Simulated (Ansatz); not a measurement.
Z-matrix (Å, degrees):
```
N
Sn 1 2.044
H 1 1.015 2 113.7
H 1 1.016 2 112.2 3 -123.0
F 2 1.926 1 100.7 3 176.4
Cl 2 2.342 1 106.4 3 -73.5
```

Charge 0, multiplicity 2. Sn takes the def2 core potential.

(1) List the PBE0/def2-TZVPP orbital energies in eV (Ansatz 0.2.0). (Estimate.)

Results:

(1) Computed: α occupied: -2767.23, -672.76, -392.30, -259.05, -197.36, -197.19, -197.19, -141.07, -95.74, -95.68, -95.63, -32.03, -29.63, -29.47, -29.41, -29.36, -28.93, -24.45, -22.52, -14.61, -14.33, -11.83, -11.33, -11.06, -10.54, -9.58, -9.20, -9.12, -7.18. α empty: -0.49, -0.24, -0.01, 1.66, 2.29, 2.96, 3.35, 3.87. β occupied: -2767.19, -672.69, -392.10, -259.02, -197.27, -197.17, -197.16, -141.01, -95.68, -95.63, -95.60, -31.88, -29.53, -29.35, -29.33, -29.28, -28.83, -23.96, -22.30, -14.26, -14.16, -11.45, -11.13, -10.90, -10.25, -9.24, -9.13, -8.43. β empty: -4.31, -0.08, 0.17, 0.27, 1.94, 2.39, 3.15, 3.67. ⟨S²⟩ = 0.758.
